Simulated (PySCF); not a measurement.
A structure optimised at PBE-D3(BJ)/def2-SVP, used in a PySCF frequency run:

```
N
H 1 1.0264
Si 1 1.7437 2 113.61
Si 1 1.7595 2 114.81 3 -163.60
H 3 1.4996 1 106.88 2 28.21
H 4 1.5013 1 107.25 2 -177.63
H 4 1.5056 6 109.58 1 -119.50
H 4 1.5072 6 108.88 7 -117.46
C 3 1.8716 5 113.10 1 -123.28
H 9 1.1079 3 111.05 5 -177.19
H 9 1.1082 10 107.87 3 -120.49
H 9 1.1088 10 108.60 11 -117.80
Cl 3 2.1049 5 106.30 1 119.55
```

Write its SMILES and formula.

C[Si@@H](Cl)N[SiH3], CH₈ClNSi₂

What are its rotational constants (standard atomic weights)?

3.2612, 1.3803, 1.1558 GHz
